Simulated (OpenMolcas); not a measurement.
# neutral cobalt: thermal populations, Racah parameters, the spin-orbit constant, worked from levels

```
Program             : OpenMolcas
Basis               : ANO-RCC-VDZP [5s4p2d1f]
Scalar Hamiltonian  : DKH2, point nucleus
Active space        : 7 electrons in 5 orbitals (3d)
State averaging     : 2S+1 = 4 even, 10 roots; 2S+1 = 2 even, 40 roots (35 in the spin-orbit step)
Spin-orbit coupling : RASSI with atomic mean-field integrals over the reference wave functions, term energies averaged over their components
```

Methods: CASSCF; SS-CASPT2, IPEA 0.25 Eh, imaginary shift 0.1 Eh (closed shells correlated: 3s 3p 4s). Measured levels: NIST Handbook of Basic Atomic Spectroscopic Data.

**Thermal populations.** Z = Σ (2J + 1) exp(-E/kT) with k = 0.695035 cm-1/K, over the levels below. No other level of either list lies under 3430 cm-1, which is above 7 kT at each temperature.

| Level | 2J + 1 | SS-CASPT2 | measured |
| --- | --- | --- | --- |
| 3d7 4s2 4F 9/2 | 10 | 0.0 | 0.0 |
| 3d7 4s2 4F 7/2 | 8 | 832 | 816 |
| 3d7 4s2 4F 5/2 | 6 | 1442 | 1407 |
| 3d7 4s2 4F 3/2 | 4 | 1859 | 1809 |

```tsv
T (K)	Z, SS-CASPT2	Z, measured levels	Ground level (%), SS-CASPT2	Ground level (%), measured levels
300	10.154	10.167	98.5	98.4
```

At 300 K, kT = 209 cm-1, and the computed levels give Z = 10.000 + 0.148 + 0.006 + 0.001 = 10.154.

**Racah parameters.** Above 4F, d7 has 4P at 15B, 2G at 4B + 3C and 2H at 9B + 3C. The first two fix B and C, and the third tests them; where it misses by thousands of cm-1, two parameters do not describe the configuration (Trees and configuration-interaction terms are left out) and B and C hang on the terms chosen. Term energies are centres of gravity, weighted by 2J + 1.

```json
{"Source": "CASSCF", "4P": "18079", "2G": "18131", "B": "1205", "C": "4437", "C/B": "3.68", "2H from B, C": "24156", "2H found": "24233"}
{"Source": "SS-CASPT2", "4P": "15223", "2G": "15917", "B": "1015", "C": "3953", "C/B": "3.89", "2H from B, C": "20994", "2H found": "21685"}
```

Energies in cm-1. From CASSCF to SS-CASPT2, B changes by -15.8 % and C by -10.9 %.

**The spin-orbit constant.** For the Hund term 4F of d7, E(J) = (A/2) J(J+1) + constant and ζ = -2S·A = -3A. From J = 3/2 to J = 9/2 the energy changes by 10.5 A.

```csv
Source,E(9/2) - E(3/2),A,ζ
CASSCF,-1863.0,-177.4,532
SS-CASPT2,-1859.0,-177.0,531
measured,-1809.3,-172.3,517
```

All in cm-1. SS-CASPT2 is off by +2.7 % and CASSCF by +3.0 %. Both methods take the spin-orbit matrix elements from the reference wave functions, so the second can move ζ only through the term energies and any multistate remixing. Second-order mixing with other terms is absorbed into this ζ.

CASPT2 breaks the degeneracy within a term, and the mean is taken; among the terms shown or strongly mixed into the levels shown the widest spread is 1000 cm-1 (3d7 4s2 2H, SS-CASPT2). Some high roots are left out of the spin-orbit mixing, which shifts the levels that they would mix with. With the s shell closed, the reference lacks s² → p², s² → d² and s → d mixing, so excited terms can stand far too high and out of order, with CASPT2 too. Without dynamic correlation excited terms often stand tens of per cent too high (terms of higher spin than the ground term too low), and those without a measured partner can miss by more than the paired ones (holds for CASSCF). Measured partners are found by configuration, term and J. A level has none where our copy of the source lacks it or the pairing is in doubt (some pairs that miss far off the trend of their configuration count as doubtful), and it then counts in no deviation. Only configurations of the active space appear.
